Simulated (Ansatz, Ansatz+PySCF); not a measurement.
| atom | x (Å) | y (Å) | z (Å) |
| --- | --- | --- | --- |
| O | 0.0000 | 0.0000 | -0.1197 |
| H | 0.0000 | 0.7542 | 0.4787 |
| H | 0.0000 | -0.7542 | 0.4787 |
| O | 30.0664 | -0.0701 | 0.0496 |
| H | 29.4691 | 0.5605 | -0.3966 |

Basis set: cc-pVDZ (spherical functions). Left uncorrelated: 2 orbitals. Correlation on ROHF uses semicanonical orbitals with singles. Charge 0, multiplicity 2.

Computed with Ansatz (development build ahead of 0.2.0); each method stands on the lowest determinant of its kind that the runs found. Restricted functionals stand beside restricted open-shell atoms, which can lie above the unrestricted atoms usual in DFT and then raise those values.

Give the atomization energy at this shape (free ground-state atoms in the same class of orbitals less the molecule, no zero-point energy) of doublet H₃O₂ in separate pieces by ωB97X (unrestricted), ωB97X (restricted open-shell), r²SCAN (unrestricted), r²SCAN (restricted open-shell), PBE0 (unrestricted), PBE0 (restricted open-shell), PBE (unrestricted), PBE (restricted open-shell), UHF-CCSD(T), ROHF-MP2, UHF, ROHF.

```tsv
method	atomization energy
ωB97X (unrestricted)	319.77 kcal/mol
ωB97X (restricted open-shell)	322.02 kcal/mol
r²SCAN (unrestricted)	323.38 kcal/mol
r²SCAN (restricted open-shell)	325.75 kcal/mol
PBE0 (unrestricted)	316.75 kcal/mol
PBE0 (restricted open-shell)	318.41 kcal/mol
PBE (unrestricted)	326.44 kcal/mol
PBE (restricted open-shell)	327.79 kcal/mol
UHF-CCSD(T)	303.00 kcal/mol
ROHF-MP2	304.66 kcal/mol
UHF	212.07 kcal/mol
ROHF	215.49 kcal/mol
```

Caution for ωB97X (unrestricted), ωB97X (restricted open-shell), r²SCAN (unrestricted), r²SCAN (restricted open-shell), PBE0 (unrestricted), PBE0 (restricted open-shell), PBE (unrestricted), PBE (restricted open-shell): charge can spread falsely over distant fragments.
